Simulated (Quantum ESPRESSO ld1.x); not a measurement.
Values are calculated unless marked as measured or tabulated.
Q: K4+, configuration [He] 2s2 2p5 3s2 3p3 4p1 (not the ground configuration). Level of theory: Dirac Kohn-Sham, exchange-only LDA, spin-unpolarised, spherical densities, point nucleus; open shells are shared between the two j in proportion to 2j + 1 (ld1.x of Quantum ESPRESSO 7.5).

Spin-orbit splittings of the eigenvalues, e(l+1/2) - e(l-1/2), with zeta = 2 splitting/(2l+1) and mean radii in bohr:

| shell | occ. | splitting (eV) | zeta (eV) | <r> j=l-1/2 | <r> j=l+1/2 |
|---|---|---|---|---|---|
| 2p | 5 | ? | ? | 0.3389 | 0.3412 |
| 3p | 3 | 0.4354 | 0.2903 | 1.150 | 1.155 |
| 3d | 0 | 0.04898 | 0.01959 | 1.212 | 1.213 |
| 4p | 1 | 0.09796 | 0.06531 | 2.765 | 2.773 |
| 4f | 0 | 0 | 0 | 3.354 | 3.354 |
| 5p | 0 | 0.03810 | 0.02540 | 5.079 | 5.091 |

Estimate the 2p splitting.

A: 3.067 eV (zeta = 2.044 eV).
